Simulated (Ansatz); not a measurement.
CH2F3Si, SMILES `FC(F)(F)[SiH2]` radical. Total charge 0; spin multiplicity 2. Geometry: relaxed with PBE0-D4/def2-TZVP.

```xyz
7

F    -0.805    0.529    1.569
C     0.172    0.353    0.664
F     1.267   -0.042    1.335
F     0.448    1.566    0.149
Si   -0.333   -0.921   -0.706
H    -1.561   -0.417   -1.370
H     0.811   -1.067   -1.640
```

Task: What is the dipole moment at B3LYP/def2-TZVPP? (Estimate.)

Result: Ansatz gave: 2.09 D, with components (-0.55, -1.38, -1.47) D in this frame, pointing from negative to positive charge.

Task: And with PBE, r2SCAN, ωB97M-V? (Best estimate.)

Result: The calculation gave: PBE 1.79 D, r2SCAN 1.94 D, ωB97M-V 2.14 D.

Task: Give the Mulliken charges with B3LYP, PBE, r2SCAN in def2-TZVPP. (An estimate is asked.)

Result: The calculation gave: 
```json
{"atom": "F1", "B3LYP": "-0.18", "PBE": "-0.13", "r2SCAN": "-0.17"}
{"atom": "C2", "B3LYP": "0.44", "PBE": "0.34", "r2SCAN": "0.41"}
{"atom": "F3", "B3LYP": "-0.18", "PBE": "-0.13", "r2SCAN": "-0.17"}
{"atom": "F4", "B3LYP": "-0.18", "PBE": "-0.13", "r2SCAN": "-0.17"}
{"atom": "Si5", "B3LYP": "0.15", "PBE": "0.09", "r2SCAN": "0.17"}
{"atom": "H6", "B3LYP": "-0.02", "PBE": "-0.01", "r2SCAN": "-0.03"}
{"atom": "H7", "B3LYP": "-0.02", "PBE": "-0.01", "r2SCAN": "-0.03"}
```

B3LYP here is the variant with VWN-RPA as its local correlation; programs differ in this.
